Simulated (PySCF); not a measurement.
# Reading the logs of faulty runs: BGeH6Si cation

Calculated results; nothing here was measured. The program is PySCF 2.14.0, an open-source quantum chemistry code, run on an isolated molecule that a program drew, which may never have been made. The molecule is BGeH6Si cation (charge +1, singlet), drawn as the SMILES string `[SiH2+][BH][GeH3]`.

Each row is a Hartree-Fock (HF) and frozen-core CCSD(T) single point in the cc-pV(D+d)Z basis, meant for a local HF minimum. Run 1 is clean. Each other run has one planted mistake out of seven kinds, and not every kind appears here: one electron removed, one electron added, multiplicity raised by two, geometry at a saddle point, minimal basis STO-3G, one bond length entered in bohr, all coordinates scaled. The reference is restricted for singlets and unrestricted otherwise, and also for a bond in bohr. Adding or removing an electron swaps singlet and doublet. Electrons count all cores. HOMO and LUMO are orbital energies over both spins, the gradient is its largest component, and the lowest frequency (negative if imaginary) is given only where the gradient is small. Bond lengths are over the 8 bonds as drawn. T1 is the CCSD diagnostic: over 0.02 (restricted) or 0.045 (unrestricted) a single reference is doubtful. Germanium has the cc-pVDZ-PP basis, with a core potential (ECP10MDF) in place of its 10 inner electrons, and its 3s, 3p and 3d shells are frozen in CCSD(T).

Geometry of the clean run:
```xyz
9
BGeH6Si cation, angstrom
Si    1.2828    2.2659   -0.2223
B     0.1666    0.9575    0.7915
Ge    1.0676   -0.6558    1.8526
H     1.8715    3.4550    0.4055
H     1.7059    2.0349   -1.6087
H    -1.0191    1.0828    0.8006
H     0.6385   -0.4563    3.2995
H     0.4791   -1.9101    1.2217
H     2.5857   -0.6143    1.7068
```

```
run  electrons  basis functions  <S^2>  HOMO (eV)  LUMO (eV)  gradient (hartree/bohr)  lowest frequency (cm^-1)  mean bond (Å)  longest bond (Å)      T1  HF (hartree)  CCSD(T) (hartree)             mistake
  1         56               90  0.000     -15.63      -5.53                  2.3e-05                        60         1.6032             2.131  0.0178    -610.15542         -610.47755            no fault
  2         57               90  0.762      -6.71      -0.36                  3.7e-02                         -         1.6032             2.131  0.0211    -610.35757         -610.70252  one electron added
  3         55               90  0.767     -22.43     -13.22                  6.9e-02                         -         1.6032             2.131  0.0206    -609.62770         -609.92094                   ?
  4         56               90  0.000     -15.14      -5.58                  3.5e-02                         -         1.7106             2.274  0.0185    -610.12890         -610.45662                   ?
```

**Which mistake was planted in run 3, and what did it cost?**

It counts 55 electrons, one fewer than the clean run, at the same geometry and basis. So the mistake is: one electron removed. Subtracting run 1 and multiplying by 627.51 kcal/mol a hartree, the energy moved by 331.1 kcal/mol in HF and 349.3 kcal/mol in CCSD(T).

**Which mistake was planted in run 4, and what did it cost?**

The mean and the longest bond both change by the same factor, 1.067, and the gradient is no longer small. So the mistake is: all coordinates scaled. Subtracting run 1 and multiplying by 627.51 kcal/mol a hartree, the energy moved by 16.6 kcal/mol in HF and 13.1 kcal/mol in CCSD(T).

